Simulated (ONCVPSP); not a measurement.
# Os, ONCV: configuration errors across variants

Os, optimised norm-conserving Vanderbilt (ONCV), made with ONCVPSP 4.0.1 (PBE, scalar-relativistic). Core [Kr] 4d10 4f14, reference 5s2 5p6 5d6 6s2. Waves: 5s+6s: rc 1.40 bohr, ncon 3, nbas 7, qcut 8.4 1/bohr, 2 projectors; 5p: rc 1.85 bohr, ncon 3, nbas 8, qcut 7.6 1/bohr, 2 projectors, debl 2.2 Ha; 5d: rc 2.00 bohr, ncon 4, nbas 8, qcut 6.4 1/bohr, 2 projectors, debl 2.8 Ha. Local part: polynomial inside 1.25 bohr (lpopt 5, dvloc0 3 Ha). Core correction: Teter function, fcfact 5, rcfact 1.55.

All-electron excitation energies from the reference (eV): (1) 5s2 5p6 5d6 6s1 9.577; (2) 5s2 5p6 5d6 6s0 26.492; (3) 5s2 5p6 5d5 6s0 55.339; (4) 5s2 5p6 5d7 6s1 0.317.

2 further variants failed, have other tests or too few solved ones, and are left out.

Errors AE − PS in meV (a dash: test not solved or not reliable):

```csv
change,(1),(2),(3),(4),bound ghosts,GHOST(+) flags above zero
base,-4.8,-17,-24,-10.0,none,s
"core correction Teter function, fcfact 2.1, rcfact 1.55",-3.7,-11,-14,-7.2,none,s
"core correction Teter function, fcfact 5, rcfact 1.24",-2.9,-6.2,-7.7,-4.8,none,s
core correction none,-2.7,-5.2,-6.6,-4.8,none,s
p: qcut 5.5,-4.8,-17,-25,-10,none,s
```

Q: Give the same row for: local potential polynomial inside 1.25 bohr (lpopt 5, dvloc0 1 Ha).

A: -4.8, -17, -24, -10; bound ghosts: none; GHOST(+) flags above zero: s.
